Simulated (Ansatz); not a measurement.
Stepwise reaction of `[CH3][W]([CH3])(=[O])=[O]` with hydrogen chloride, as a gas-phase model of exchange steps in deposition or etching. ΔE in kJ/mol; ΔG adds harmonic PBE0-D4 terms to CCSD(T)/CBS, at 1 bar.

Calculated with Ansatz (gas phase, PBE0-D4/def2-TZVP geometries, no zero-point term in ΔE). CCSD(T)/CBS adds triple-zeta CCSD(T) − MP2 to the extrapolated MP2 energy (def2 sets, frozen cores). This one scheme is used for every species. Functionals use def2-TZVPP. B3LYP here is the variant with VWN-RPA as its local correlation; programs differ in this. Elements past krypton have def2 core potentials. For W outer-core shells are correlated without core-valence functions, which leaves a few kJ/mol of doubt a bond.

| step | reaction | PBE-D4 | B3LYP-D4 | ωB97M-V | CCSD(T)/CBS | ΔG(400 K) |
| --- | --- | --- | --- | --- | --- | --- |
| 2 | `[CH3][W](=[O])(=[O])[Cl]` + HCl → `[O]=[W](=[O])([Cl])[Cl]` + CH₄ | -133.8 | -135.1 | -128.6 | -128.0 | -112.7 |

**Question.** Give the row of step 1, `[CH3][W]([CH3])(=[O])=[O]` + HCl → `[CH3][W](=[O])(=[O])[Cl]` + CH₄. (An estimate is asked.)

**Answer.** Computed: 
```csv
step,reaction,PBE-D4,B3LYP-D4,ωB97M-V,CCSD(T)/CBS,ΔG(400 K)
1,`[CH3][W]([CH3])(=[O])=[O]` + HCl → `[CH3][W](=[O])(=[O])[Cl]` + CH₄,-152.9,-156.2,-151.1,-152.6,-138.0
```

**Question.** By hand: ΔE of the 2 steps together at CCSD(T)/CBS.

**Answer.** (-152.6) + (-128.0) = -280.6 kJ/mol, or -140.3 kJ/mol a step.

In ΔE each step is higher than the one before. All are downhill at CCSD(T)/CBS. ΔG lies between -138.0 and -112.7 kJ/mol a step. PBE-D4 differs from CCSD(T)/CBS by -5.8 to -0.3 kJ/mol a step. Isolated molecules leave out the surface, adducts and barriers. Largest T1 diagnostic: 0.023.
